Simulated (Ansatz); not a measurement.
Cartesian coordinates in Å:
```
C 0.683 -1.547 1.210
O 0.480 -0.167 1.188
Al -0.114 0.924 0.043
C -0.716 0.383 -1.719
O -0.172 2.558 0.487
H 0.104 -2.004 2.021
H 0.390 -2.036 0.272
H 1.740 -1.774 1.388
H -1.526 -0.349 -1.656
H -1.078 1.237 -2.294
H 0.092 -0.087 -2.287
H 0.116 2.862 1.346
```

Total charge 0; spin multiplicity 1.

Task: List the PBE/def2-TZVPP orbital energies in eV (Ansatz 0.2.0). (An estimate is asked.)

Result: The calculation gave: Occupied: -1506.03, -509.64, -509.56, -269.91, -268.28, -106.34, -68.44, -68.25, -68.21, -24.50, -23.90, -16.73, -16.37, -12.07, -11.42, -10.62, -10.56, -9.59, -9.52, -7.81, -7.57, -7.39, -6.44, -6.41. Lowest empty: -0.79, -0.28, 0.49, 1.14, 1.51, 2.08, 2.20, 2.65.
